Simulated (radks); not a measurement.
Cl2+, configuration [Ne] 3s2 3p2.5 4f0.5 (fractional occupations, a model configuration). Method: scalar-relativistic Kohn-Sham, SCAN, spin-unpolarised, spherical densities, finite nucleus; meta-GGA in the generalised Kohn-Sham scheme; Fermi nuclear charge, rms radius 3.3654 fm; computed with a radial shooting solver on a logarithmic mesh with Libxc functionals.

Normalised radial functions P(r) = r R(r), r in bohr:

r            1s       2s       3p
0.01056  1.2226   0.3432   0.0054
0.01397  1.5234   0.4263   0.0092
0.01849  1.8634   0.5185   0.0154
0.02466  2.2342   0.6152   0.0259
0.03262  2.5790   0.6966   0.0423
0.04317  2.8523   0.7422   0.0676
0.05711  2.9819   0.7191   0.1053
0.07617  2.8894   0.5821   0.1598
0.1008   2.5395   0.3040   0.2286
0.1334   1.9647  -0.1263   0.3077
0.1764   1.2880  -0.6604   0.3809
0.2353   0.6647  -1.1945   0.4190
0.3114   0.2649  -1.5242   0.3793
0.412    0.0730  -1.5334   0.2270
0.5451   0.0125  -1.2207  -0.0422
0.7271   0.0011  -0.7334  -0.3955
0.962    0.0000  -0.3244  -0.7107
1.273    0.0000  -0.1002  -0.8638
1.698    0.0000  -0.0184  -0.7783
2.246    0.0000  -0.0020  -0.5185
2.972    0.0000  -0.0001  -0.2446
3.933    0.0000  0.0000  -0.0765
5.245    0.0000  0.0000  -0.0137
6.94     0.0000  0.0000  -0.0013
9.182    0.0000  0.0000  -0.0001
12.15    0.0000   0.0000  0.0000
16.2     0.0000   0.0000  0.0000
21.44    0.0000   0.0000  0.0000

1s: eigenvalue -2801.1 eV, 0 radial nodes, <r> = 0.0910 bohr, 90 % of the charge inside 0.163 bohr. 2s: eigenvalue -292.15 eV, 1 radial node at r = 0.124 bohr, <r> = 0.442 bohr, 90 % of the charge inside 0.690 bohr. 3p: eigenvalue -36.179 eV, 1 radial node at r = 0.525 bohr, <r> = 1.56 bohr, 90 % of the charge inside 2.37 bohr.

Empty levels of this run are not shown, since the potential may be unsettled where no density lies.
